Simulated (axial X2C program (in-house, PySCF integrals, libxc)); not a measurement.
## Ionising TcF

All values come from calculations with an in-house relativistic program for diatomic molecules, spin-free (one-electron X2C) or two-component (2c: spin–orbit coupling with atomic mean-field Coulomb and Gaunt terms, which also bring small scalar terms), in Dyall basis sets with cores contracted in-house; open shells are unrestricted.

Basis sets: F dyall-av3z, Tc dyall-cv3z. Frozen shells (counts by l): TcF Tc 4s3p1d, F 1s, 14 electrons correlated; TcF⁺ Tc 4s3p1d, F 1s, 13 electrons correlated. Coupled cluster in natural virtuals with an MP2 remainder. Where the outer core of a metal is frozen, bonds come out longer and ionisation energies lower.

| Hamiltonian | level | TcF state | Re (Å) | ωe (cm⁻¹) | De (eV) |
| --- | --- | --- | --- | --- | --- |
| spin-free | HF | M_S = 3, Λ = 0 | 2.003 | 544.1 | 3.51 |
| spin-free | PBE0 | M_S = 3, Λ = 0 | 1.967 | 558.4 | 4.82 |
| spin-free | MP2 | M_S = 3, Λ = 0 | 1.991 | 543.6 | 4.95 |
| 2c | HF | Ω = 3 | 2.003 | 543.9 | 3.50 |
| 2c | PBE0 | Ω = 3 | 1.967 | 558.3 | 4.82 |
| 2c | MP2 | Ω = 3 | 1.991 | 543.4 | 4.94 |
| 2c | CCSD | Ω = 3 | 1.988 | 551.5 | 4.45 |
| 2c | CCSD(T) | Ω = 3 | 1.988 | 549.9 | 4.48 |

Adiabatic ionisation energy (minimum to minimum, no zero-point term) and constants of TcF⁺:

```json
{"Hamiltonian": "spin-free", "level": "HF", "TcF⁺ state": "M_S = 5/2, Λ = 0", "IE (eV)": "7.34", "Re (Å)": "1.885", "ωe (cm⁻¹)": "663.4", "De (eV)": "1.71", "fragments": "Tc+ + F"}
{"Hamiltonian": "spin-free", "level": "PBE0", "TcF⁺ state": "M_S = 5/2, Λ = 0", "IE (eV)": "7.52", "Re (Å)": "1.838", "ωe (cm⁻¹)": "690.8", "De (eV)": "4.07", "fragments": "Tc+ + F"}
{"Hamiltonian": "spin-free", "level": "MP2", "TcF⁺ state": "M_S = 5/2, Λ = 0", "IE (eV)": "7.58", "Re (Å)": "1.866", "ωe (cm⁻¹)": "660.5", "De (eV)": "4.13", "fragments": "Tc+ + F"}
{"Hamiltonian": "2c", "level": "HF", "TcF⁺ state": "Ω = 5/2", "IE (eV)": "7.34", "Re (Å)": "1.885", "ωe (cm⁻¹)": "663.3", "De (eV)": "1.70", "fragments": "Tc+ + F"}
{"Hamiltonian": "2c", "level": "PBE0", "TcF⁺ state": "Ω = 5/2", "IE (eV)": "7.52", "Re (Å)": "1.838", "ωe (cm⁻¹)": "690.6", "De (eV)": "4.07", "fragments": "Tc+ + F"}
{"Hamiltonian": "2c", "level": "MP2", "TcF⁺ state": "Ω = 5/2", "IE (eV)": "7.58", "Re (Å)": "1.866", "ωe (cm⁻¹)": "660.4", "De (eV)": "4.13", "fragments": "Tc+ + F"}
{"Hamiltonian": "2c", "level": "CCSD", "TcF⁺ state": "Ω = 5/2", "IE (eV)": "7.61", "Re (Å)": "1.866", "ωe (cm⁻¹)": "670.7", "De (eV)": "3.69", "fragments": "Tc+ + F"}
{"Hamiltonian": "2c", "level": "CCSD(T)", "TcF⁺ state": "Ω = 5/2", "IE (eV)": "7.58", "Re (Å)": "1.867", "ωe (cm⁻¹)": "666.8", "De (eV)": "3.86", "fragments": "Tc+ + F"}
```

**Question.** Add the zero-point terms to the ionisation energy at CCSD(T), 2c, and say whether the electron removed was bonding.

**Answer.** IE0 = IE + (ωe⁺ − ωe)/2 = 7.58 + (0.007) = 7.59 eV. Re changes by -0.121 Å, so the bond shortens, as on loss of an antibonding or a polarising non-bonding electron.

**Question.** Close the cycle De(TcF⁺) + IE(TcF) = De(TcF) + IE(Tc) to find the atomic ionisation energy at CCSD(T), 2c.

**Answer.** IE(Tc) = 3.86 + 7.58 − 4.48 = 6.96 eV, for the determinants used.

Each entry is the lowest single determinant of a limited PBE0 search at one distance. De goes to single-determinant-based atoms at the same level (for ions the charge split of lowest energy) and is withheld (n/a) where an atom does not fit its ground term or J level. Main or longest-lived isotopes. One determinant is a doubtful description, or other states lie close, for TcF, TcF⁺; these need not be ground states, and all values refer to the states named. Some open-shell Ω = 0 determinants are out of reach, so the Ω given for TcF need not be the lowest component. With several unpaired electrons the Ω given is that of one determinant, not necessarily of the lowest component. Some light 2c atoms are not at their ground J level, so De misses part of their lowering (0.04 eV or less). The functionals have no current term, which raises determinants with orbital currents.
